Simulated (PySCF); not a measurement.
2p core levels of acetamide-aluminium trichloride adduct [AlCl3L]

Compound: acetamide-aluminium trichloride adduct [AlCl3L], C₂H₅AlCl₃NO.
Atom-mapped SMILES: `[CH3:1]/[C:2]([NH2:3])=[O+:4]/[Al-:5]([Cl:6])([Cl:7])[Cl:8]`

Method: delta-SCF UKS SCAN, pcX-2 on the ionised atom, pcseg-1 elsewhere, spin-free X2C (PySCF). Vertical ΔSCF values, vacuum level as zero. Spin–orbit coupling isn't in the SCF: each 2p doublet comes from a relaxed spin-free hole plus a matrix of the shell (mean-field spin–orbit coupling and the ground-state 2p splitting), with 2p3/2 averaged over its two sublevels. The splitting includes the ligand field, and 2p3/2 is the mean of two sublevels.

| atom | mean of the 2p shell (eV) | splitting (eV) |
| --- | --- | --- |
| Cl6/Cl8 | 205.640 | 1.653 |

Where do the two lines of each doublet lie?

2p3/2 = mean − splitting/3 and 2p1/2 = mean + 2 × splitting/3:

```
   atom            environment  2p3/2 (eV)  2p1/2 (eV)
Cl6/Cl8  chlorine bonded to Al      205.09      206.74
```

What are the 1s binding energies of the same atoms?

Cl6/Cl8 2827.67 eV.

Which Kα1 and Kα2 emission energies and wavelengths follow?

The photon carries the difference of the 1s-hole and 2p-hole states, both at the ground state's geometry; λ = 12398.42 eV Å/E.

```tsv
atom	Kα1 (eV)	Kα2 (eV)	λ(Kα1) (Å)	λ(Kα2) (Å)
Cl6/Cl8	2622.58	2620.93	4.7276	4.7305
```

And the 1s levels of the other atoms?

C1 (methyl carbon) 292.71 eV; C2 (carbon bonded to C, N and O) 295.80 eV; N3 (nitrogen bonded to C and 2 H) 407.67 eV; O4 (oxygen bonded to Al and C) 539.78 eV; Al5 (aluminium bonded to 3 Cl and O) 1568.20 eV.

Topologically equivalent atoms share the value of their first member; where this conformer doesn't relate them by symmetry, their own values could differ. The list is incomplete; no value stands for Cl 1s of Cl7 or Cl 2p of Cl7. The unrestricted hole states depart most from a pure doublet (⟨S²⟩ = 0.75; over 0.85 named) for C 1s of C2 (0.99), which makes this value less certain. Isolated species at its PBE0-D3(BJ)/def2-SVP geometry, gas phase.

The values belong to the conformer `[CH3:1]/[C:2]([NH2:3])=[O+:4]/[Al-:5]([Cl:6])([Cl:7])[Cl:8]`: C2–O4–Al5–Cl6 -88°, H–N3–C2–C1 1°, H–N3–C2–C1 177°.
